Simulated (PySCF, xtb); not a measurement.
C4H6Ge, SMILES C#C[C](=C)[GeH3].

xtb 6.7.1 with GFN2-xTB at its own geometry gives an orbital gap of 4.03 eV and a dipole moment of 0.44 D.

The structure is a stationary point at PBE0-D3(BJ)/def2-SVP. This is a generated structure with no PubChem entry under its InChIKey; it may be hypothetical.

Problem. What does PBE/def2-TZVP run with PySCF give? (Estimate from the structure and the level; the computed values follow.)

Solution. gap 4.06 eV (levels -6.20 and -2.14 eV), dipole 0.34 D.
